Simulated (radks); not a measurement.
Results of a calculation; reference values are marked as such.
Gd II, configuration [Xe] 4f7 5d0.75 6s1 6d0.25 (fractional occupations, a model configuration). Level of theory: scalar-relativistic Kohn-Sham, PBE, spin-polarised, spherical densities, point nucleus; open shells are filled with parallel spins first (spin-orbit coupling, left out, can overturn this in heavy ions) (a radial shooting solver on a logarithmic mesh with Libxc functionals).

Unscreened Slater integrals over Kohn-Sham orbitals (hartree). They are taken over the spin-up orbitals.

integral       value
F0(6d,6d)    0.11506
F2(6d,6d)   0.061138
F4(6d,6d)   0.041187
F0(6d,5d)    0.14964
F2(6d,5d)   0.031626
F4(6d,5d)   0.014188
G0(6d,5d)  0.0093327
G2(6d,5d)   0.011186
G4(6d,5d)  0.0088014
F0(6d,6s)    0.14294
G2(6d,6s)   0.013788
F0(6d,4f)    0.16029
F2(6d,4f)   0.012913
F4(6d,4f)  0.0055400
G1(6d,4f)  0.0048878
G3(6d,4f)  0.0042237
G5(6d,4f)  0.0032795
F0(5d,5d)    0.36992
F2(5d,5d)    0.18816
F4(5d,5d)    0.12257
F0(5d,6s)    0.28976
G2(5d,6s)   0.090973
F0(5d,4f)    0.48045
F2(5d,4f)    0.11535
F4(5d,4f)   0.055872
G1(5d,4f)   0.056279
G3(5d,4f)   0.044196
G5(5d,4f)   0.033325
F0(6s,6s)    0.25462
F0(6s,4f)    0.33094
G3(6s,4f)   0.012500
F0(4f,4f)     1.0958
F2(4f,4f)    0.51499
F4(4f,4f)    0.32196
F6(4f,4f)    0.23131

Derived for the open shells (J is the average intra-shell exchange parameter used in DFT+U). 4f: F4/F2 = 0.625, F6/F2 = 0.449, J = (286 F2 + 195 F4 + 250 F6)/6435 = 0.04163 hartree. 5d: Racah B = F2/49 - 5 F4/441 = 0.002450 hartree, C = 35 F4/441 = 0.009727 hartree, C/B = 3.97, F4/F2 = 0.651, J = (F2 + F4)/14 = 0.02219 hartree. 6d: Racah B = F2/49 - 5 F4/441 = 0.0007807 hartree, C = 35 F4/441 = 0.003269 hartree, C/B = 4.19, F4/F2 = 0.674, J = (F2 + F4)/14 = 0.007309 hartree.
